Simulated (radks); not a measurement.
Values are calculated unless marked as measured or tabulated.
Excited configurations of Er: one electron is placed in a higher orbital outside [Xe] 4f12 6s1. The ground configuration is [Xe] 4f12 6s2. Level of theory: non-relativistic Kohn-Sham, BLYP, spin-unpolarised, spherical densities, point nucleus; relativity is left out, which matters for an element this heavy (a radial shooting solver on a logarithmic mesh with Libxc functionals). Excitation = E - E(ground); binding = E(ion) - E, where the ion is the core of charge +1; n* = 1/sqrt(2 binding) in atomic units, and the quantum defect is n - n*.

outer orbital,excitation (eV),binding (eV),n*,quantum defect,eigenvalue (eV),<r> (bohr)
5d,2.053,3.802,1.892,3.108,-0.915,3.763
6p,2.341,3.514,1.968,4.032,-1.666,5.665
6d,4.463,1.392,3.127,2.873,-0.569,11.63
7s,3.837,2.017,2.597,4.403,-1.124,10.33

The Delta-SCF ionisation energy is 5.855 eV (NIST Atomic Spectra Database: 6.108 eV, measured). Self-interaction in the functional shifts the binding energies and quantum defects, so they are the method's values and not measured ones. Relativity is left out here, which matters for elements this heavy. Spin polarisation and multiplet splitting are left out, so open shells lie too high by an amount that depends on their filling.

Beside tabulated values, note that spin-unpolarised runs miss the spin-polarisation part of the exchange energy of open shells.
